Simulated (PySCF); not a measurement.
# Radial density of Cl+ (chlorine, charge +1)

UHF, [Ne] 3s1 3p4 4s1, high-spin 5P determinant (an excited configuration). Computed with PySCF 2.14 in dyall-acv3z, with scalar relativity by spin-free X2C-1e.

```
r (bohr)  4πr²ρ (e/bohr)  4πr²(ρα − ρβ)
 0.00143         0.09507         0.0005
 0.00241          0.2507         0.0012
 0.00405          0.6481         0.0032
 0.00682           1.619         0.0079
  0.0115           3.811         0.0185
  0.0193           8.097         0.0388
  0.0324           14.47         0.0678
  0.0546           19.42         0.0885
  0.0918           17.25         0.1058
   0.154           13.25         0.2827
   0.260           18.27         0.5896
   0.437           15.47         0.1380
   0.735           4.397         0.5402
    1.24           3.848         2.4398
    2.08           1.808         1.0169
    3.50          0.4232         0.3524
    5.88          0.1110         0.1105
    9.89       0.0005186         0.0005
```

Densities and radii are taken from the X2C orbitals without a picture-change correction, which distorts them close to the nucleus.

The outer electron is Rydberg-like, and this basis confines it to a smaller radius and binds it less than a complete one would.
